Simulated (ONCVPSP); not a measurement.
Pseudopotential generation for germanium: ONCV, PBEsol, scalar-relativistic.

Input for ONCVPSP 4.0.1:

```
# ATOM AND REFERENCE CONFIGURATION
# atsym  z   nc   nv     iexc    psfile
  Ge 32.00    3    4  -116133      upf
#
#   n    l    f
    1    0    2.00
    2    0    2.00
    2    1    6.00
    3    0    2.00
    3    1    6.00
    3    2   10.00
    4    0    2.00
#
# PSEUDOPOTENTIAL AND OPTIMIZATION
# lmax
    2
#
#   l,   rc,      ep,       ncon, nbas, qcut
    0    0.80    0.00    4    7   14.90
    1    0.90    0.00    5   10   13.70
    2    0.85    0.00    4    8   14.80
#
# LOCAL POTENTIAL
# lloc, lpopt,  rc(5),   dvloc0
    4    5    0.75    0.00
#
# VANDERBILT-KLEINMAN-BYLANDER PROJECTORs
# l, nproj, debl
    0    2    0.60
    1    1    1.40
    2    2    2.60
#
# MODEL CORE CHARGE
# icmod, fcfact, rcfact
    3    5.75    1.15
#
# LOG DERIVATIVE ANALYSIS
# epsh1, epsh2, depsh
   -8.00    5.00    0.04
#
# OUTPUT GRID
# rlmax, drl
    6.00    0.01
#
# TEST CONFIGURATIONS
# ncnf
    4
# nvcnf
#   n    l    f
    5
    3    0    2.00
    3    1    6.00
    3    2   10.00
    4    0    2.00
    4    1    2.00
#
    5
    3    0    2.00
    3    1    6.00
    3    2   10.00
    4    0    2.00
    4    1    1.00
#
    4
    3    0    2.00
    3    1    6.00
    3    2   10.00
    4    0    1.00
#
    5
    3    0    2.00
    3    1    6.00
    3    2   10.00
    4    0    1.00
    4    1    2.00
#
```

Command:

```bash
oncvpsp.x < Ge.dat > Ge.out
```

Output (shortened: citation, most of the input echo, consistency checks and plot data are left out):

```
ONCVPSP  (Optimized Norm-Conservinng Vanderbilt PSeudopotential)
scalar-relativistic version 4.0.1

#   n    l    f        energy (Ha)
    1    0    2.00    -4.0322436E+02
    2    0    2.00    -5.1105920E+01
    2    1    6.00    -4.4765663E+01
    3    0    2.00    -6.9126627E+00
    3    1    6.00    -4.9763034E+00
    3    2   10.00    -1.8091045E+00
    4    0    2.00    -1.0761344E+00

Reference configufation results
  iterations    22
  all-electron total energy (Ha)   -2.09645239D+03

Begin loop to  construct optimized pseudo wave functions
and semi-local pseudopoentials for all angular momenta

Calculating optimized projector #   1

 for l=   0

    Fraction of norm inside rc  0.796909
    Optimizing pswf for qcut=  14.89 a_B^-1,  ecut= 110.90 Ha
    Residual kinetic energy error=  1.35D-05 Ha

    Energy error per electron        Cutoff
         Ha          eV             Ha
         0.01000     0.27211       71.39
         0.00100     0.02721       87.43
         0.00010     0.00272       99.91
         0.00001     0.00027      119.20

Calculating optimized projector #   2

 for l=   0

    Fraction of norm inside rc  0.043832
    Optimizing pswf for qcut=  14.89 a_B^-1,  ecut= 110.90 Ha
    Residual kinetic energy error=  5.11D-06 Ha

    Energy error per electron        Cutoff
         Ha          eV             Ha
         0.01000     0.27211       57.18
         0.00100     0.02721       78.60
         0.00010     0.00272       94.52
         0.00001     0.00027      107.54

Calculating optimized projector #   1

 for l=   1

    Fraction of norm inside rc  0.845711
    Optimizing pswf for qcut=  13.68 a_B^-1,  ecut=  93.53 Ha
    Residual kinetic energy error=  6.45D-06 Ha

    Energy error per electron        Cutoff
         Ha          eV             Ha
         0.01000     0.27211       47.39
         0.00100     0.02721       58.76
         0.00010     0.00272       68.12
         0.00001     0.00027       77.64

   Wellstate for l =  2  n =  5
     eigenvalue =   0.7909
     asymptotic potential =   1.2909
     half-point radius =  3.5480

Calculating optimized projector #   1

 for l=   2

    Fraction of norm inside rc  0.699439
    Optimizing pswf for qcut=  14.82 a_B^-1,  ecut= 109.75 Ha
    Residual kinetic energy error=  1.25D-03 Ha

    Energy error per electron        Cutoff
         Ha          eV             Ha
         0.01000     0.27211       94.44
         0.00100     0.02721      112.71
         0.00010     0.00272      314.60
         0.00001     0.00027      423.60

Calculating optimized projector #   2

 for l=   2

    Fraction of norm inside rc  0.028017
    Optimizing pswf for qcut=  14.82 a_B^-1,  ecut= 109.75 Ha
    Residual kinetic energy error=  1.94D-04 Ha

    Energy error per electron        Cutoff
         Ha          eV             Ha
         0.01000     0.27211       77.59
         0.00100     0.02721       98.54
         0.00010     0.00272      116.24
         0.00001     0.00027      232.13

Construct Vanderbilt / Kleinmman-Bylander projectors

B matrix Hermiticity error, ll=   0
   1   2    1.2258E-03

  Orthonormal projector coefficients  3.3869E+01  2.9874E+00

B matrix Hermiticity error, ll=   2
   1   2   -2.9615E-04

  Orthonormal projector coefficients -1.8775E+01 -6.5899E+00

Model core correction analysis
  based on d2Exc/dn_idn_j

d2excae - all-electron derivatives

   -4.546082D-02   -4.276927D-02   -3.471287D-02   -3.333422D-03
   -4.276939D-02   -4.165595D-02   -3.428977D-02   -3.918904D-03
   -3.471314D-02   -3.428993D-02   -3.344342D-02   -7.544125D-03
   -3.333166D-03   -3.918447D-03   -7.542375D-03   -4.737904D-02

d2excps - pseudofunction derivatives with no core correction

   -4.593218D-02   -4.431107D-02   -3.933843D-02   -3.472037D-03
   -4.431109D-02   -4.302848D-02   -3.840017D-02   -4.146905D-03
   -3.933859D-02   -3.840027D-02   -3.597900D-02   -7.878911D-03
   -3.471773D-03   -4.146449D-03   -7.877167D-03   -4.739804D-02

rms 2nd derivative error    2.374829E-03

rmatch, rhocmatch    0.3060  125.8354

Teter function model core charge with specified parameters

d2excps - pseudofunction derivatives with core correction

   -4.453985D-02   -4.274786D-02   -3.852341D-02   -3.314571D-03
   -4.274792D-02   -4.133281D-02   -3.752391D-02   -3.970229D-03
   -3.852355D-02   -3.752398D-02   -3.540231D-02   -7.789400D-03
   -3.314304D-03   -3.969766D-03   -7.787656D-03   -4.738032D-02

rms 2nd derivative error    1.851947E-03

Pseudoatom total energy -290.550422

Diagnostic tests using Vanderbilt-Kleinman-Bylander pseudopotentials
  1 or more projectors used as specified by nproj input data

   l    rcore       rmatch      e in        delta e   norm test  slope test

   0   0.8016025   0.8259409  -6.9126627  -0.0000287   1.0003004   1.0003430
   0   0.8016025   0.8259409  -1.0761344   0.0000436   1.0002149   1.0001526

   1   0.9034803   0.9309119  -4.9763034  -0.0000457   0.9999849   1.0000186

   2   0.8510183   0.8768570  -1.8091045  -0.0000283   1.0002251   1.0002480
   2   0.8510183   0.8768570   0.7908955  -0.0000232   1.0005019   1.0005019

 Testing for bound ghosts
   n   l    E NL Schr. Eq   E Basis Diag.   E Cutoff

   1   0       -6.912691       -6.912508    293.65
   2   0       -1.076091       -0.492335    293.65

   2   1       -4.976349       -4.976210    484.90

   3   2       -1.809133       -1.800175    475.58

 Testing for highly-localized positive-energy ghosts
       l    <radius>/rc     E Basis Diag.   E Cutoff

Test configuration 0

   n   l     f        eae           eps        diff
   1   0  2.0000 -403.22436181
   2   0  2.0000  -51.10592045
   2   1  6.0000  -44.76566347
   3   0  2.0000   -6.91266269   -6.91269137   -2.87D-05
   3   1  6.0000   -4.97630339   -4.97634910   -4.57D-05
   3   2 10.0000   -1.80910453   -1.80913282   -2.83D-05
   4   0  2.0000   -1.07613442   -1.07609082    4.36D-05

    Total energies and differences
      AE_ref= -2.09645239D+03  AE_tst= -2.09645239D+03  dif=  0.00D+00
      PS_ref= -2.90550422D+02  PS_tst= -2.90550422D+02  dif=  5.12D-13
      PSP excitation error= -5.12D-13

Test configuration 1

   n   l     f        eae           eps        diff
   1   0  2.0000 -402.47925915
   2   0  2.0000  -50.36994596
   2   1  6.0000  -44.02854919
   3   0  2.0000   -6.17815540   -6.17692092    1.23D-03
   3   1  6.0000   -4.24181632   -4.24065813    1.16D-03
   3   2 10.0000   -1.07721084   -1.07584513    1.37D-03
   4   0  2.0000   -0.43157489   -0.43091594    6.59D-04
   4   1  2.0000   -0.14321623   -0.14346933   -2.53D-04

    Total energies and differences
      AE_ref= -2.09645239D+03  AE_tst= -2.09729404D+03  dif= -8.42D-01
      PS_ref= -2.90550422D+02  PS_tst= -2.91393571D+02  dif= -8.43D-01
      PSP excitation error=  1.50D-03

Test configuration 2

   n   l     f        eae           eps        diff
   1   0  2.0000 -402.81481964
   2   0  2.0000  -50.70273372
   2   1  6.0000  -44.36169648
   3   0  2.0000   -6.51055147   -6.50984567    7.06D-04
   3   1  6.0000   -4.57423367   -4.57358537    6.48D-04
   3   2 10.0000   -1.40889149   -1.40809450    7.97D-04
   4   0  2.0000   -0.73106627   -0.73068486    3.81D-04
   4   1  1.0000   -0.41368296   -0.41436969   -6.87D-04

    Total energies and differences
      AE_ref= -2.09645239D+03  AE_tst= -2.09702014D+03  dif= -5.68D-01
      PS_ref= -2.90550422D+02  PS_tst= -2.91119173D+02  dif= -5.69D-01
      PSP excitation error=  1.01D-03

Test configuration 3

   n   l     f        eae           eps        diff
   1   0  2.0000 -403.75293915
   2   0  2.0000  -51.62171909
   2   1  6.0000  -45.28256486
   3   0  2.0000   -7.42891696   -7.42890813    8.83D-06
   3   1  6.0000   -5.49206982   -5.49202691    4.29D-05
   3   2 10.0000   -2.31953567   -2.31984763   -3.12D-04
   4   0  1.0000   -1.48424128   -1.48415718    8.41D-05

    Total energies and differences
      AE_ref= -2.09645239D+03  AE_tst= -2.09517392D+03  dif=  1.28D+00
      PS_ref= -2.90550422D+02  PS_tst= -2.89271868D+02  dif=  1.28D+00
      PSP excitation error= -7.95D-05

Test configuration 4

   n   l     f        eae           eps        diff
   1   0  2.0000 -402.88101213
   2   0  2.0000  -50.76628728
   2   1  6.0000  -44.42521764
   3   0  2.0000   -6.57627543   -6.57477522    1.50D-03
   3   1  6.0000   -4.63972909   -4.63829309    1.44D-03
   3   2 10.0000   -1.47244753   -1.47102569    1.42D-03
   4   0  1.0000   -0.76688037   -0.76616153    7.19D-04
   4   1  2.0000   -0.44267157   -0.44316707   -4.96D-04

    Total energies and differences
      AE_ref= -2.09645239D+03  AE_tst= -2.09669932D+03  dif= -2.47D-01
      PS_ref= -2.90550422D+02  PS_tst= -2.90799514D+02  dif= -2.49D-01
      PSP excitation error=  2.16D-03
```

The run took about 4.9 s on one core of a shared server CPU.
